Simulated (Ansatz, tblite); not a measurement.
Cost and result up the ladder for Na2Sb (3 atoms). Charge 0, multiplicity 2. Geometry: PBE0-D4/def2-TZVP.

Cartesian coordinates in Å:
```
Na 1.030 1.267 1.432
Na 0.070 -0.806 -2.016
Sb -1.100 -0.461 0.584
```

Ansatz on 4 threads of Arm Neoverse V1 on a shared host; xTB runs through tblite on one thread. Times are rough, summed over both states, and most runs start from the orbitals of an earlier one. RPA@PBE/def2-TZVP serves as the yardstick here, not as an exact answer. Differences are given only for rows in sets of like size (and for xTB, whose basis is part of the method), since another set adds its own error. The other state is a quartet at its own geometry.

In the def2 sets Sb takes a core potential, while STO-3G treats all electrons; there is no spin–orbit coupling. The xTB rows come from tblite. LC-ωPBE has ω = 0.4 bohr⁻¹. Correlated methods freeze 6 core orbitals; core or outer-core shells of Na, Sb are correlated, in sets that lack core-valence functions. The structure comes from a short search, and lower isomers may exist.

Run but left out: HF/def2-TZVP, MP2/def2-TZVP (doublet: ⟨S²⟩ 1.24, where a pure state has 0.75); HF/def2-TZVPP, MP2/def2-TZVPP, CCSD/def2-TZVPP, CCSD(T)/def2-TZVPP (flagged by the program: other roots).

Correlated methods converge slowly with the basis.

xTB has no spin-polarisation term.

```json
{"level": "GFN2-xTB", "functions": "17", "wall time": "0.004 s"}
{"level": "GFN1-xTB", "functions": "17", "wall time": "0.005 s"}
{"level": "HF/STO-3G", "functions": "45", "wall time": "0.66 s"}
{"level": "LDA (SPW92)/def2-TZVP", "functions": "114", "wall time": "1.6 s"}
{"level": "PBE-D4/def2-TZVP", "functions": "114", "wall time": "3.5 s"}
{"level": "BHLYP-D4/def2-TZVP", "functions": "114", "wall time": "5 s"}
{"level": "RPA@PBE/def2-TZVP", "functions": "114", "wall time": "6.3 s"}
{"level": "r2SCAN-D4/def2-TZVP", "functions": "114", "wall time": "9.8 s"}
{"level": "PBE0-D4/def2-TZVP (with forces)", "functions": "114", "wall time": "10 s"}
{"level": "r2SCANh-D4/def2-TZVP", "functions": "114", "wall time": "10 s"}
{"level": "LC-ωPBE/def2-TZVP", "functions": "114", "wall time": "12 s"}
```

(1) Estimate what each level gives for the quartet − doublet (eV).

Results:

(1) 
```json
{"level": "GFN2-xTB", "quartet − doublet (eV)": "1.33", "difference from RPA@PBE/def2-TZVP (eV)": "0.62", "remarks": "–"}
{"level": "GFN1-xTB", "quartet − doublet (eV)": "2.74", "difference from RPA@PBE/def2-TZVP (eV)": "2.03", "remarks": "–"}
{"level": "HF/STO-3G", "quartet − doublet (eV)": "3.85", "difference from RPA@PBE/def2-TZVP (eV)": "–", "remarks": "HOMO above zero (doublet), HOMO above zero (quartet)"}
{"level": "LDA (SPW92)/def2-TZVP", "quartet − doublet (eV)": "1.06", "difference from RPA@PBE/def2-TZVP (eV)": "0.35", "remarks": "–"}
{"level": "PBE-D4/def2-TZVP", "quartet − doublet (eV)": "0.87", "difference from RPA@PBE/def2-TZVP (eV)": "0.15", "remarks": "–"}
{"level": "BHLYP-D4/def2-TZVP", "quartet − doublet (eV)": "0.88", "difference from RPA@PBE/def2-TZVP (eV)": "0.16", "remarks": "–"}
{"level": "RPA@PBE/def2-TZVP", "quartet − doublet (eV)": "0.72", "difference from RPA@PBE/def2-TZVP (eV)": "0.00", "remarks": "–"}
{"level": "r2SCAN-D4/def2-TZVP", "quartet − doublet (eV)": "0.81", "difference from RPA@PBE/def2-TZVP (eV)": "0.09", "remarks": "–"}
{"level": "PBE0-D4/def2-TZVP (with forces)", "quartet − doublet (eV)": "0.85", "difference from RPA@PBE/def2-TZVP (eV)": "0.13", "remarks": "–"}
{"level": "r2SCANh-D4/def2-TZVP", "quartet − doublet (eV)": "0.81", "difference from RPA@PBE/def2-TZVP (eV)": "0.09", "remarks": "–"}
{"level": "LC-ωPBE/def2-TZVP", "quartet − doublet (eV)": "0.96", "difference from RPA@PBE/def2-TZVP (eV)": "0.24", "remarks": "–"}
```
